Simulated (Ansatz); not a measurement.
`SB[SiH2][SbH2]` + H₂ → `[SiH3][SbH2]` + `BS` at 298.15 K and 1 bar (hydrogenolysis of the Si–B bond).

Calculated with Ansatz (gas phase, PBE0-D4/def2-TZVP geometries, no zero-point term in ΔE). CBS: MP2 limit from def2 TZ/QZ plus the TZ coupled-cluster correction, frozen cores. This one scheme is used for every species. def2 core potentials past Kr. For Sb outer-core shells are correlated without core-valence functions, which leaves a few kJ/mol of doubt a bond. Each species was taken in one conformer, which may not be the lowest.

```json
{"species": "`SB[SiH2][SbH2]`", "CCSD(T)/CBS energy (Eh)": "-955.28031", "H − E (kJ/mol)": "163.9", "S (J/(mol·K))": "386.9"}
{"species": "H₂", "CCSD(T)/CBS energy (Eh)": "-1.17544", "H − E (kJ/mol)": "35.1", "S (J/(mol·K))": "130.4"}
{"species": "`[SiH3][SbH2]`", "CCSD(T)/CBS energy (Eh)": "-532.08095", "H − E (kJ/mol)": "115.3", "S (J/(mol·K))": "306.1"}
{"species": "`BS`", "CCSD(T)/CBS energy (Eh)": "-424.38198", "H − E (kJ/mol)": "90.6", "S (J/(mol·K))": "245.0"}
```

H − E and S are ideal-gas, rigid-rotor, harmonic terms from PBE0-D4/def2-TZVP, for one conformer and one mirror image of each species. For small species the MP2-based limit differs from directly extrapolated CCSD(T) by up to some mEh (0.8 for H₂); such offsets cancel only in part. 1 Eh = 2625.50 kJ/mol, R = 8.31446 J/(mol·K).

Question: By hand: ΔE, ΔH, ΔS and ΔG.

Answer: ΔE = (-532.08095) + (-424.38198) − (-955.28031) − (-1.17544) = -0.00718 Eh = -18.9 kJ/mol. Δ(H − E) = 115.3 + 90.6 − 163.9 − 35.1 = 6.9, so ΔH = -12.0 kJ/mol. ΔS = 306.1 + 245.0 − 386.9 − 130.4 = 33.8 J/(mol·K). ΔG = -12.0 − 298.15 × (33.8)/1000 = -22.1 kJ/mol.

Question: By hand: the equilibrium constant, and the temperature at which ΔG would vanish if ΔH and ΔS stayed fixed.

Answer: log₁₀ K = −ΔG/(RT ln 10) = 3.9. ΔH and −TΔS have one sign here, so there is no such temperature.

TΔS isn't small against ΔH here. A doubt of 5 kJ/mol in ΔE shifts log₁₀ K by 0.9 here. Other conformers and mirror images would add mixing entropy, several J/(mol·K) or more a flexible species. Modes under 60 cm⁻¹, often nearly free rotors, make the harmonic entropy too high. These are equilibria of isolated gas molecules and say nothing of rates. Largest T1 diagnostic: 0.015 (customary marks: 0.02 for closed shells, 0.045 for open ones).
